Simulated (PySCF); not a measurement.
Isomers of [C6H6F3]+ (charge +1), one GFN2-xTB conformer each. Single-point energies are computed at PBE0/pcSseg-1 (PySCF, gas phase, no added dispersion term), electronic only.

Problem. Rank them by PBE0/pcSseg-1 energy, lowest first (kJ/mol).
A. `[F:1][C:2]([F:3])([F:4])[CH2:5][CH2:6][c+:7]1[cH:8][cH:9]1` (charge +1) with C2–C5–C6–C7 178°, C5–C6–C7–C8 180°
B. `FC(F)(F)[C+]1C=CCC1`
C. `[CH3:1][CH+:2]/[CH:3]=[CH:4]\[C:5]([F:6])=[C:7]([F:8])[F:9]` (charge +1) with C1–C2–C3–C4 180°, C3–C4–C5–F6 0°
D. `FC(F)(F)[C@@H]1[CH+]C=CC1`

Solution. D (0.0), B (2.9), C (103.2), A (104.8).

As drawn, the highest has a three-membered ring, which the lowest lacks. Neighbours under 21 kJ/mol apart (FC(F)(F)[C@@H]1[CH+]C=CC1 and FC(F)(F)[C+]1C=CCC1; C[CH+]/C=C\C(F)=C(F)F and FC(F)(F)CC[c+]1cc1) can change places with a better method, another conformer or zero-point energy. GFN2-xTB itself gives, in the same order: 4.5, 0.0, 100.1, 149.5. GFN2-xTB puts FC(F)(F)[C+]1C=CCC1 lowest instead; measured from each level's own lowest isomer, the values differ by up to 44.7 kJ/mol (FC(F)(F)CC[c+]1cc1: 149.5 against 104.8).

Problem. Which frontier levels and rotational constants go with these structures?

Solution. 
| SMILES | HOMO (eV, PBE0/pcSseg-1) | LUMO (eV) | A, B, C (MHz) |
| --- | --- | --- | --- |
| FC(F)(F)[C@@H]1[CH+]C=CC1 | -14.87 | -9.33 | 3202, 1293, 1141 |
| FC(F)(F)[C+]1C=CCC1 | -14.98 | -9.36 | 3302, 1160, 1022 |
| C[CH+]/C=C\C(F)=C(F)F | -12.64 | -8.75 | 4400, 740.7, 636.3 |
| FC(F)(F)CC[c+]1cc1 | -14.49 | -7.38 | 4333, 730.8, 707.6 |
